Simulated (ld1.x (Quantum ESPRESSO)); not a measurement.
**Before and after: TM potential for Fe (Z = 26)**

ld1.x (Quantum ESPRESSO) 7.5 input, shortened:

```
&input
   title='Fe', zed=26., rel=1, dft='PZ', iswitch=3,
   config='[Ar] 3d5 4s0 4p0'
 /
 &inputp
   pseudotype=2, tm=.true., lloc=1,
   nlcc=.false.
 /
3
4S  1  0   0.00   0.00  2.05  2.05  0.0
3D  3  2   5.00   0.00  1.85  1.85  0.0
3P  2  1   6.00   0.00  0.75  0.75  0.0
 &test
   configts(1)='3p6 3d5 4s0 4p0'
 /
```

Change: reference 3p6 3d6 4s2 4p0.

Cutoffs: the cutoffs (Ry, on a coarse ladder) from which the occupation-weighted sum of valence levels, in a spherical-Bessel basis at the reference potential, stays within 10 and 1 mRy of its value at 400 Ry; they do not see the model core or the augmentation charge, which bear on the density cutoff. Errors are all-electron minus pseudo energies relative to the spin-unpolarised reference configuration.

Q: What does the change do?

A: The potential gets neither clearly harder nor softer (140 Ry and 260 Ry → 140 Ry and 260 Ry); both files keep a bound ghost (s); the range in which the s phases agree widens (upper end 2.1 → 4.0); the range in which the d phases agree widens (upper end -0.9 → 1.5).

| quantity | base | changed |
| --- | --- | --- |
| cutoff, loose | 140 Ry | 140 Ry |
| cutoff, tight | 260 Ry | 260 Ry |
| bound ghosts | s | s |
| largest error over its own tests, meV | -255 | -390 |
| s: phases at 2.25 bohr within 0.05 rad from the reference energy up to (Ry; the scan ends near 5) | 2.1 | 4.0 |
| p: phases at 2.25 bohr within 0.05 rad from the reference energy up to (Ry; the scan ends near 5) | to the end of the scan | to the end of the scan |
| d: phases at 2.25 bohr within 0.05 rad from the reference energy up to (Ry; the scan ends near 5) | -0.9 | 1.5 |

 A true bound ghost makes a file unfit for plane-wave use even where its test errors are small: the radial tests pick states by their node count and pass the ghost by.
